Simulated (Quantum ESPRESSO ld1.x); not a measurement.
Q: Te21+, 31 electrons, occupied as [Ar] 3d10 4s2 4p1 (the NIST ground configuration). All-electron calculation, non-relativistic Kohn-Sham, LDA (Slater exchange, VWN5 correlation), spin-polarised, spherical densities, point nucleus; open shells are filled with parallel spins first; relativity is left out, which matters for an element this heavy. Program: ld1.x of Quantum ESPRESSO 7.5. Some entries of the table are withheld. Estimate them.

orbital  occ.  eigenvalue (hartree)  <1/r> (bohr^-1)
1s up       1            -1138.5683            51.43
1s down     1            -1138.5501            51.43
2s up       1             -189.3181            11.80
2s down     1             -189.3063            11.80
2p up       3             -179.2098            11.82
2p down     3             -179.1934            11.82
3s up       1              -54.2255            4.342
3s down     1              -54.2032            4.343
3p up       3              -50.0048            4.275
3p down     3              -49.9812            4.276
3d up       5              -42.2097              (1)
3d down     5              -42.1878              (2)
4s up       1                   (3)              (4)
4s down     1                   (5)              (6)
4p up       1              -22.1953            1.969
4p down     0              -22.0805            1.969

A: 
(1) 3d up <1/r> (bohr^-1): 4.152
(2) 3d down <1/r> (bohr^-1): 4.154
(3) 4s up eigenvalue (hartree): -23.8305
(4) 4s up <1/r> (bohr^-1): 2.026
(5) 4s down eigenvalue (hartree): -23.7147
(6) 4s down <1/r> (bohr^-1): 2.026
